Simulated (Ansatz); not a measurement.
Consider the hydrogenolysis of a C–O bond: `C=C=C(S)O[SiH3]` + H₂ → `C=C=CS` + `O[SiH3]`.

Program: Ansatz. Geometries: PBE0-D4/def2-TZVP. ΔE: electronic, gas phase. CBS: MP2 limit from def2 TZ/QZ plus the TZ coupled-cluster correction, frozen cores. This one scheme is used for every species. Functionals use def2-TZVPP. Each species was taken in one conformer, which may not be the lowest.

Question: Is it downhill or uphill in electronic energy at CCSD(T)/CBS, and by how much? (Estimate.)

Answer: Ansatz gave: Downhill: ΔE = -99.0 kJ/mol.

Question: What do these levels give: r2SCAN, CCSD/def2-TZVPP, CCSD(T)/def2-TZVPP, HF/CBS(def2), MP2/CBS(def2), CCSD/CBS(def2)? (An estimate is asked.)

Answer: Ansatz gave: r2SCAN -95.2, CCSD/def2-TZVPP -105.1, CCSD(T)/def2-TZVPP -98.0, HF/CBS(def2) -122.6, MP2/CBS(def2) -96.3, CCSD/CBS(def2) -106.2 kJ/mol.

Largest T1 diagnostic among the species: 0.013.

In def2-TZVPP, CCSD(T) changes the Hartree–Fock value by +24.8 kJ/mol (the triples alone add +7.1 kJ/mol) and MP2 by +27.5 kJ/mol. The D4 term adds +15.9 kJ/mol with B3LYP and +9.1 kJ/mol with PBE0; it sums over pairs of atoms, weighted by their polarisabilities, and B3LYP, whose exchange is more repulsive, gets the larger term.

B3LYP here is the variant with VWN-RPA as its local correlation; programs differ in this.
